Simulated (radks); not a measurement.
Results of a calculation; reference values are marked as such.
Tc2+, configuration [Kr] 4d5 (the NIST ground configuration). Level of theory: Dirac Kohn-Sham, Slater X-alpha with alpha = 0.984, spin-unpolarised, spherical densities, finite nucleus; open shells are shared between the two j in proportion to 2j + 1; Fermi nuclear charge, rms radius 4.4112 fm (a radial shooting solver on a logarithmic mesh with Libxc functionals).

Unscreened Slater integrals over Kohn-Sham orbitals (hartree). Large and small components are both included.

| integral | value |
|---|---|
| F0(4d5/2,4d5/2) | 0.59610 |
| F2(4d5/2,4d5/2) | 0.29939 |
| F4(4d5/2,4d5/2) | 0.19584 |
| F0(4d5/2,4d3/2) | 0.59871 |
| F2(4d5/2,4d3/2) | 0.30066 |
| G2(4d5/2,4d3/2) | 0.30055 |
| G4(4d5/2,4d3/2) | 0.19662 |
| F0(4d5/2,4p3/2) | 0.67036 |
| F2(4d5/2,4p3/2) | 0.32986 |
| G1(4d5/2,4p3/2) | 0.41288 |
| G3(4d5/2,4p3/2) | 0.25210 |
| F0(4d5/2,4p1/2) | 0.67629 |
| G3(4d5/2,4p1/2) | 0.24949 |
| F0(4d3/2,4d3/2) | 0.60136 |
| F2(4d3/2,4d3/2) | 0.30199 |
| F0(4d3/2,4p3/2) | 0.67413 |
| F2(4d3/2,4p3/2) | 0.33269 |
| G1(4d3/2,4p3/2) | 0.41741 |
| G3(4d3/2,4p3/2) | 0.25494 |
| F0(4d3/2,4p1/2) | 0.68018 |
| G1(4d3/2,4p1/2) | 0.41396 |
| F0(4p3/2,4p3/2) | 0.78083 |
| F2(4p3/2,4p3/2) | 0.41033 |
| F0(4p3/2,4p1/2) | 0.79051 |
| G2(4p3/2,4p1/2) | 0.41451 |
| F0(4p1/2,4p1/2) | 0.80067 |
